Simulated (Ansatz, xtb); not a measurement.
## BF2HOSi: 7 structures ranked

7 gas-phase structures of BF2HOSi, found in a search over its isomers (lower ones may exist). Each was relaxed with GFN2-xTB:

A. a singlet given by its coordinates
B. `FBO[Si]F`, a singlet
C. a singlet given by its coordinates
D. `O=[Si+][BH-](F)F`, a singlet
E. `O=[Si](F)BF`, a singlet
F. `O=[SiH]B(F)F`, a singlet
G. `O=B[SiH](F)F`, a singlet

C (Å):

```json
{"atom": "B", "x (Å)": "-0.9646", "y (Å)": "-0.0273", "z (Å)": "0.1857"}
{"atom": "F", "x (Å)": "-2.1635", "y (Å)": "-0.5974", "z (Å)": "0.2626"}
{"atom": "F", "x (Å)": "-0.9471", "y (Å)": "1.2688", "z (Å)": "0.4833"}
{"atom": "O", "x (Å)": "0.0990", "y (Å)": "-0.6821", "z (Å)": "-0.1389"}
{"atom": "Si", "x (Å)": "1.4719", "y (Å)": "-1.5292", "z (Å)": "-0.4204"}
{"atom": "H", "x (Å)": "1.4451", "y (Å)": "-1.3369", "z (Å)": "-1.8919"}
```

Close contacts (Å): B1–F2 1.33, B1–F3 1.33, B1–O4 1.29, O4–Si5 1.64, Si5–H6 1.48.

A (Å):

```xyz
6

B     1.4744   -2.7055    0.8993
F     2.6862   -0.2084   -1.4848
F     2.3012   -2.3976   -2.6514
O     2.1197   -2.2944   -0.0876
Si    2.9625   -1.7666   -1.3532
H     4.3568   -2.0738   -1.2332
```

Close contacts (Å): B1–O4 1.25, F2–Si5 1.59, F3–Si5 1.59, O4–Si5 1.61, Si5–H6 1.43.

Question: Which do you expect lowest at r2SCAN-D4/def2-SVP, and how would the others follow?

Answer: Calculated order at r2SCAN-D4/def2-SVP: B (0.0), G (8.7), C (9.3), A (28.1), F (46.9), E (54.0), D (58.6) kcal/mol. Less than 1 kcal/mol parts G and C, so the order within that pair means little.

Energies above the lowest of each column, in kcal/mol; the last columns are at PBE-D3(BJ)/def2-SVP geometries and were run for some of them only (a dash: not run or not comparable):

```
structure  GFN2-xTB  HF/STO-3G  r2SCAN-D4/def2-SVP  PBE-D3(BJ)/def2-SVP  CCSD(T)/def2-SVP + ΔMP2/def2-TZVPP
        B       1.5        6.7                 0.0                  0.0                                 0.0
        G       0.0       37.8                 8.7                  8.9                                 4.8
        C      15.1        0.0                 9.3                  9.5                                14.5
        A      27.2       72.4                28.1                    –                                   –
        F      26.0       75.3                46.9                    –                                   –
        E      22.4      105.3                54.0                    –                                   –
        D      29.6       85.0                58.6                    –                                   –
```

CCSD(T)/def2-SVP + ΔMP2/def2-TZVPP puts B lowest of those it was run on; GFN2-xTB picks G, HF/STO-3G picks C. Some further structures that were screened fall inside this span and aren't listed. Flexible structures stand in one conformer each, not always the lowest. Frequencies (PBE-D3(BJ)/def2-SVP) were run for B, C, G alone. The ΔMP2 step shifts differences by up to 7.2 kcal/mol, which makes them less sure. ΔMP2 is the change of the MP2 energy from the smaller to the larger basis.

Over these structures GFN2-xTB departs from r2SCAN-D4/def2-SVP by 13.0 kcal/mol on average once a common shift is removed. A GFN2-xTB relaxation took about 0.063 s and the r2SCAN-D4/def2-SVP energy about 0.97 s on a shared host (Ansatz 0.2.0, xtb 6.7.1).
